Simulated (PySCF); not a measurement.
H₂W, neutral, multiplicity 5. Atoms are numbered in the order given.

```xyz
3

W      0.0000     0.0000    -0.0252
H      0.0000     1.4229     0.9342
H      0.0000    -1.4229     0.9342
```
Charge 0, spin multiplicity 5.

Geometry optimised at PBE-D3(BJ)/def2-TZVPD. The multiplicity is an assumed one; other spin states were not compared. The def2 effective core potentials stand for the cores of W; spin–orbit coupling is left out.

Level of theory: CAM-B3LYP/def2-TZVPD run with PySCF.

Gas-phase values at a fixed geometry.

```json
{
  "total_energy": "-68.09169 hartree",
  "point_group": "C2v",
  "α spin, highest occupied and lowest empty level": "-7.29 and -0.93 eV",
  "β spin, highest occupied and lowest empty level": "-9.61 and -1.17 eV",
  "dipole_moment": "2.32 D",
  "quadrupole, principal values (traceless, Buckingham form, about the centre of nuclear charge)": "-2.26, 0.69, 1.56 D·Å",
  "mean_static_polarisability": "56.2 bohr³ (8.32 Å³)",
  "polarisability_principal_values": "52.7, 57.5, 58.3 bohr³",
  "⟨S²⟩": "6.019 (pure state 6.00)"
}
```
